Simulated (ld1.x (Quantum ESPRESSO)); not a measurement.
## Configuration tests for oxygen (O) (RRKJ)

```
Element                 : O (Z = 8)
Generator               : ld1.x (Quantum ESPRESSO) 7.5
Type                    : norm-conserving RRKJ (Kleinman–Bylander form)
Functional              : PBE
Relativity              : scalar-relativistic
Frozen core             : [He]
Valence charge          : 6
Reference configuration : 2s2 2p2 (charge +2)
Partial waves           : 2s (bound): rc 0.60 bohr; 2p (bound): rc 1.15 bohr; 3d channel at 0.05 Ry: rc 1.15 bohr
Local potential         : all-electron potential smoothed inside 0.75 bohr (lloc = -1)
Core correction         : Bessel-smoothed model core inside 0.30 bohr
```

Energies are relative to the spin-unpolarised reference configuration 2s2 2p2; without spin polarisation the order of configurations can differ from experiment. The frozen-core shift is the all-electron ΔE with the core orbitals held at their reference shape minus the fully relaxed ΔE.

```json
{"valence configuration": "2s2 2p4", "charge": "0", "ΔE all-electron (eV)": "-50.017", "error AE − PS (meV)": "+67", "frozen-core shift (meV)": "+1.1"}
{"valence configuration": "2s2 2p3", "charge": "+1", "ΔE all-electron (eV)": "-33.586", "error AE − PS (meV)": "+33", "frozen-core shift (meV)": "+0.6"}
{"valence configuration": "2s2 2p1", "charge": "+3", "ΔE all-electron (eV)": "53.869", "error AE − PS (meV)": "+91", "frozen-core shift (meV)": "+2.1"}
{"valence configuration": "2s1 2p4", "charge": "+1", "ΔE all-electron (eV)": "-18.358", "error AE − PS (meV)": "+100", "frozen-core shift (meV)": "+0.8"}
{"valence configuration": "2s0 2p6", "charge": "0", "ΔE all-electron (eV)": "-20.080", "error AE − PS (meV)": "+236", "frozen-core shift (meV)": "+2.0"}
{"valence configuration": "2s2 2p4.3", "charge": "-0.3", "ΔE all-electron (eV)": "-52.140", "error AE − PS (meV)": "+71", "frozen-core shift (meV)": "+1.2"}
```

(1) What are ΔE and the potential's error for 2s2 2p3.5?

Levels in the configuration 2s1 2p4:

```csv
level,all-electron (eV),pseudo (eV)
2s,-39.802,-39.782
2p,-24.559,-24.621
```

## Answers

(1) ΔE = -43.731 eV all-electron; the error (AE − PS) is +53 meV.
